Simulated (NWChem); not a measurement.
System: SiPH4, doublet; SMILES [PH][SiH3]

Parts of the log:

```
             Northwest Computational Chemistry Package (NWChem) 7.3.0
             --------------------------------------------------------

                             Geometry "geometry" -> ""
                             -------------------------

 Output coordinates in angstroms (scale by  1.889725989 to convert to a.u.)

  No.       Tag          Charge          X              Y              Z
 ---- ---------------- ---------- -------------- -------------- --------------
    1 Si                  14.0000     0.02738900     1.02102300     0.00106600
    2 P                   15.0000     0.08018900    -1.22726200     0.00380700
    3 H                    1.0000    -0.69328800     1.52714000     1.20118300
    4 H                    1.0000     1.41770100     1.54378800     0.01638200
    5 H                    1.0000    -0.66504800     1.52366000    -1.21705700
    6 H                    1.0000    -1.34435000    -1.29099100    -0.00504200

 Effective nuclear repulsion energy (a.u.)      81.5036039197

                                 NWChem DFT Module
                                 -----------------

 Summary of "ao basis" -> "ao basis" (spherical)
 ------------------------------------------------------------------------------
       Tag                 Description            Shells   Functions and Types
 ---------------- ------------------------------  ------  ---------------------
 Si                         6-311g**                12       26   6s5p1d
 P                          6-311g**                12       26   6s5p1d
 H                          6-311g**                 4        6   3s1p

 in cosmo_initialize ...
 calling solv_data for solv:h2o

 solvent parameters
 solvname_short: h2o
 solvname_long:  water
 dielec:       78.4000
 dielecinf:     1.7769
 aqueous SMD model solvent descriptors
 dielec:       78.4000
 sola:          0.8200

          ---------------
          -cosmo- solvent
          ---------------
 Cosmo: York-Karplus, doi: 10.1021/jp992097l
 dielectric constant -eps-     =  78.40
 screen = (eps-1)/(eps    )    =   0.98724
 surface charge correction     = lagrangian

   van der Waals surface
 --------------------------

 ---------- ATOMIC COORDINATES (A.U.) ------------ VDWR(ANG.) --
     1    0.05175771    1.92945370    0.00201445     2.470
     2    0.15153524   -2.31918890    0.00719419     2.120
     3   -1.31012435    2.88587615    2.26990673     1.200
     4    2.67906642    2.91733630    0.03095749     1.200
     5   -1.25675849    2.87929990   -2.29990424     1.200
     6   -2.54045313   -2.43961924   -0.00952800     1.200
 number of segments per atom =        128
 number of   points per atom =        128
 atom (   nspa,  nppa )
 ----------------------
    1 (     93,     0 )       0
    2 (     84,     0 )       0
    3 (     32,     0 )       0
    4 (     32,     0 )       0
    5 (     33,     0 )       0
    6 (     52,     0 )       0
 number of -cosmo- surface points =      326
 molecular surface =    102.771 angstrom**2
 molecular volume  =     91.295 angstrom**3
 -lineq- algorithm             =   0
 -bem- low  level              =   3
 -bem- from -octahedral-
 gaussian surface charge width =   4.50000
 degree of switching           =   1.00000
 switching function tolerance  =   0.00010
 atomic radii =
 --------------
    1 14.000  2.470
    2 15.000  2.120
    3  1.000  1.200
    4  1.000  1.200
    5  1.000  1.200
    6  1.000  1.200
 ...... end of -cosmo- initialization ......

 nat:                     6
 ixmem:                  2111
 calling mnsol_interface()
 G(SMD-CDS) energy (kcal/mol)  =     2.275
 SMD-CDS SASA (angstrom**2)    =   117.014

            General Information
            -------------------
          SCF calculation type: DFT
          Wavefunction type:  spin polarized.
          No. of atoms     :     6
          No. of electrons :    33
           Alpha electrons :    17
            Beta electrons :    16
          Charge           :     0
          Spin multiplicity:     2
          Use of symmetry is: off; symmetry adaption is: off
          Maximum number of iterations: 150
          AO basis - number of functions:    76
                     number of shells:    40
          Convergence on energy requested:  1.00D-06
          Convergence on density requested:  1.00D-05
          Convergence on gradient requested:  5.00D-04

              XC Information
              --------------
                         B3LYP Method XC Potential
                     Hartree-Fock (Exact) Exchange  0.200
                        Slater Exchange Functional  0.800 local
                    Becke 1988 Exchange Functional  0.720 non-local
              Lee-Yang-Parr Correlation Functional  0.810
                  VWN I RPA Correlation Functional  0.190 local

             Grid Information
             ----------------
          Grid used for XC integration:  medium
          Radial quadrature: Mura-Knowles
          Angular quadrature: Lebedev.
          Tag              B.-S. Rad. Rad. Pts. Rad. Cut. Ang. Pts.
          ---              ---------- --------- --------- ---------
          Si                  1.10       88          10.0       590
          P                   1.00       88          10.0       590
          H                   0.35       45          11.0       434
          Grid pruning is: on
          Number of quadrature shells:   356
          Spatial weights used:  Erf1

      Superposition of Atomic Density Guess
      -------------------------------------

 Sum of atomic energies:        -631.48483883

      Non-variational initial energy
      ------------------------------

 Total energy =    -631.888218
 1-e energy   =   -1035.850239
 2-e energy   =     322.458417
 HOMO         =      -0.203034
 LUMO         =       0.055904

[...]

                                COSMO-SMD solvation results
                                ---------------------------

             internal energy in gas <Psi(g)|H|Psi(g)> =      -633.264838796233
         internal energy in solvent <Psi(s)|H|Psi(s)> =      -633.264459350304
                               delta internal energy  =         0.000379445930 (    0.24 kcal/mol)
   total free energy in solvent <Psi(s)|H+V/2|Psi(s)> =      -633.266537937332
 polarization energy contribution <Psi(s)|V/2|Psi(s)> =        -0.002078587028 (   -1.30 kcal/mol)
    total free energy in solvent including G(SMD-CDS) =      -633.262912988468
                       G(SMD-CDS) energy contribution =         0.003624948864 (    2.27 kcal/mol)
     1 M fixed-concentration free energy of solvation =         0.001925807765 (    1.21 kcal/mol)

                    DFT Final Alpha Molecular Orbital Analysis
                    ------------------------------------------

 Vector   15  Occ=1.000000D+00  E=-3.427465D-01
              MO Center=  3.1D-01,  3.3D-01,  7.6D-03, r^2= 3.7D+00
   Bfn.  Coefficient  Atom+Function         Bfn.  Coefficient  Atom+Function
  ----- ------------  ---------------      ----- ------------  ---------------
    60      0.254500  4 H  s                 42     -0.226364  2 P  px
    72      0.198659  6 H  s                 61      0.195609  4 H  s
    16      0.166116  1 Si px                32     -0.165448  2 P  s
    43     -0.158148  2 P  py                59      0.147771  4 H  s
    73      0.145616  6 H  s                 17      0.134973  1 Si py

 Vector   16  Occ=1.000000D+00  E=-2.934735D-01
              MO Center=  7.3D-02, -8.1D-01,  3.5D-03, r^2= 3.0D+00
   Bfn.  Coefficient  Atom+Function         Bfn.  Coefficient  Atom+Function
  ----- ------------  ---------------      ----- ------------  ---------------
    43      0.394046  2 P  py                32     -0.331843  2 P  s
    17     -0.261001  1 Si py                42     -0.191978  2 P  px
    46      0.179364  2 P  py                31     -0.171668  2 P  s
    40      0.151660  2 P  py                 6      0.150138  1 Si s
    37     -0.131080  2 P  py                55     -0.123545  3 H  s

 Vector   17  Occ=1.000000D+00  E=-2.518240D-01
              MO Center=  1.9D-02, -1.0D+00,  2.5D-03, r^2= 2.5D+00
   Bfn.  Coefficient  Atom+Function         Bfn.  Coefficient  Atom+Function
  ----- ------------  ---------------      ----- ------------  ---------------
    44      0.601718  2 P  pz                47      0.347902  2 P  pz
    41      0.195433  2 P  pz                38     -0.174363  2 P  pz
    66      0.107760  5 H  s                 54     -0.107074  3 H  s
    35     -0.102938  2 P  pz                67      0.102950  5 H  s
    55     -0.102218  3 H  s                 23     -0.055497  1 Si d -1

 Vector   18  Occ=0.000000D+00  E=-2.641736D-03
              MO Center= -4.4D-02,  5.7D-02,  1.7D-03, r^2= 7.5D+00
   Bfn.  Coefficient  Atom+Function         Bfn.  Coefficient  Atom+Function
  ----- ------------  ---------------      ----- ------------  ---------------
    20     -1.056126  1 Si py                 6      1.033424  1 Si s
    46     -0.941172  2 P  py                32     -0.859954  2 P  s
    43     -0.336207  2 P  py                17     -0.280452  1 Si py
     5      0.181887  1 Si s                 73     -0.182607  6 H  s
    45     -0.168137  2 P  px                31     -0.136942  2 P  s

 Vector   19  Occ=0.000000D+00  E= 1.145744D-02
              MO Center=  7.6D-02, -4.6D-01,  2.8D-03, r^2= 6.0D+00
   Bfn.  Coefficient  Atom+Function         Bfn.  Coefficient  Atom+Function
  ----- ------------  ---------------      ----- ------------  ---------------
    73      1.272958  6 H  s                  6     -1.031079  1 Si s
    45      0.955600  2 P  px                32     -0.945259  2 P  s
    61      0.580883  4 H  s                 20     -0.558052  1 Si py
    55      0.542403  3 H  s                 67      0.529141  5 H  s
    42      0.304093  2 P  px                19     -0.187625  1 Si px

 Vector   20  Occ=0.000000D+00  E= 3.732497D-02
              MO Center= -3.6D-01,  8.7D-01, -3.9D-04, r^2= 5.0D+00
   Bfn.  Coefficient  Atom+Function         Bfn.  Coefficient  Atom+Function
  ----- ------------  ---------------      ----- ------------  ---------------
    19      1.822867  1 Si px                61     -1.427721  4 H  s
    67      0.900795  5 H  s                 55      0.891697  3 H  s
    45     -0.607184  2 P  px                16      0.364386  1 Si px
    20     -0.210853  1 Si py                73     -0.196586  6 H  s
     6     -0.186221  1 Si s                 60     -0.123706  4 H  s

                     DFT Final Beta Molecular Orbital Analysis
                     -----------------------------------------

 Vector   14  Occ=1.000000D+00  E=-3.605638D-01
              MO Center= -4.3D-01,  1.3D+00, -1.1D-02, r^2= 2.2D+00
   Bfn.  Coefficient  Atom+Function         Bfn.  Coefficient  Atom+Function
  ----- ------------  ---------------      ----- ------------  ---------------
    18      0.288212  1 Si pz                66     -0.232543  5 H  s
    54      0.230696  3 H  s                 67     -0.163852  5 H  s
    55      0.162569  3 H  s                 15      0.160489  1 Si pz
    65     -0.142427  5 H  s                 53      0.141271  3 H  s
    12     -0.127845  1 Si pz                 9     -0.073089  1 Si pz

 Vector   15  Occ=1.000000D+00  E=-3.383419D-01
              MO Center=  2.3D-01,  1.2D-01,  6.6D-03, r^2= 3.6D+00
   Bfn.  Coefficient  Atom+Function         Bfn.  Coefficient  Atom+Function
  ----- ------------  ---------------      ----- ------------  ---------------
    60     -0.239025  4 H  s                 42      0.235122  2 P  px
    72     -0.219528  6 H  s                 61     -0.185822  4 H  s
    32      0.178179  2 P  s                 43      0.164796  2 P  py
    17     -0.163365  1 Si py                73     -0.153068  6 H  s
    16     -0.138417  1 Si px                59     -0.137299  4 H  s

 Vector   16  Occ=1.000000D+00  E=-2.819912D-01
              MO Center=  1.0D-01, -8.8D-01,  3.6D-03, r^2= 3.0D+00
   Bfn.  Coefficient  Atom+Function         Bfn.  Coefficient  Atom+Function
  ----- ------------  ---------------      ----- ------------  ---------------
    43      0.376544  2 P  py                32     -0.337967  2 P  s
    17     -0.253706  1 Si py                42     -0.200324  2 P  px
    31     -0.195241  2 P  s                 46      0.191610  2 P  py
    40      0.148975  2 P  py                 6      0.133813  1 Si s
    37     -0.127500  2 P  py                30      0.121880  2 P  s

 Vector   17  Occ=0.000000D+00  E=-1.379041D-01
              MO Center=  4.4D-02, -1.0D+00,  3.2D-03, r^2= 2.8D+00
   Bfn.  Coefficient  Atom+Function         Bfn.  Coefficient  Atom+Function
  ----- ------------  ---------------      ----- ------------  ---------------
    44      0.510584  2 P  pz                47      0.450266  2 P  pz
    41      0.182053  2 P  pz                38     -0.160029  2 P  pz
    67      0.146242  5 H  s                 55     -0.145219  3 H  s
    66      0.102047  5 H  s                 54     -0.101446  3 H  s
    35     -0.094845  2 P  pz                18      0.080315  1 Si pz

 Vector   18  Occ=0.000000D+00  E= 1.667893D-03
              MO Center= -5.5D-02,  5.9D-02,  1.4D-03, r^2= 7.6D+00
   Bfn.  Coefficient  Atom+Function         Bfn.  Coefficient  Atom+Function
  ----- ------------  ---------------      ----- ------------  ---------------
    20     -1.080405  1 Si py                 6      1.026127  1 Si s
    46     -0.956692  2 P  py                32     -0.816585  2 P  s
    43     -0.327376  2 P  py                73     -0.275957  6 H  s
    17     -0.254319  1 Si py                45     -0.246117  2 P  px
     5      0.177814  1 Si s                  4     -0.125510  1 Si s

 Vector   19  Occ=0.000000D+00  E= 1.521721D-02
              MO Center=  8.7D-02, -2.5D-01,  2.9D-03, r^2= 6.2D+00
   Bfn.  Coefficient  Atom+Function         Bfn.  Coefficient  Atom+Function
  ----- ------------  ---------------      ----- ------------  ---------------
    73     -1.195658  6 H  s                  6      1.138528  1 Si s
    32      0.948253  2 P  s                 45     -0.894429  2 P  px
    20      0.674346  1 Si py                61     -0.652778  4 H  s
    55     -0.615082  3 H  s                 67     -0.603905  5 H  s
    42     -0.267205  2 P  px                 5      0.183451  1 Si s

   alpha - beta orbital overlaps
   -----------------------------

   alpha      1      2      3      4      5      6      7      8      9     10
    beta      1      2      3      4      7      5      6      8      9     10
 overlap   1.000  1.000  1.000  1.000  1.000  1.000  1.000  1.000  1.000  1.000

   alpha     11     12     13     14     15     16     17     18     19     20
    beta     11     12     13     14     15     16     17     18     19     20
 overlap   0.993  0.994  0.993  0.996  0.993  0.999  0.989  0.998  0.995  0.999

   alpha     21     22     23     24     25     26     27     28     29     30
    beta     21     22     23     24     25     26     28     27     29     30
 overlap   0.997  0.994  0.997  0.997  0.985  0.996  0.980  0.995  0.996  0.999

[...]
```

Level: B3LYP/6-311G** (spherical d), spin-unrestricted, SMD on the gas-phase geometry. All runs use the structure optimised with PBE0-D3(BJ)/def2-TZVP, spin-unrestricted. No stability test was run on the SCF state. Solvent: water.

Problem. Reconstruct the input file.

Solution. Several could match; the one computed here: the input that was run:
```
start job
memory heap 200 mb stack 900 mb global 1100 mb
geometry units angstroms noautosym nocenter noautoz
  Si     0.027389     1.021023     0.001066
  P      0.080189    -1.227262     0.003807
  H     -0.693288     1.527140     1.201183
  H      1.417701     1.543788     0.016382
  H     -0.665048     1.523660    -1.217057
  H     -1.344350    -1.290991    -0.005042
end
basis spherical
  * library 6-311g**
end
dft
  odft
  mult 2
  xc b3lyp
  iterations 150
end
cosmo
  do_cosmo_smd true
  solvent water
end
task dft energy
```
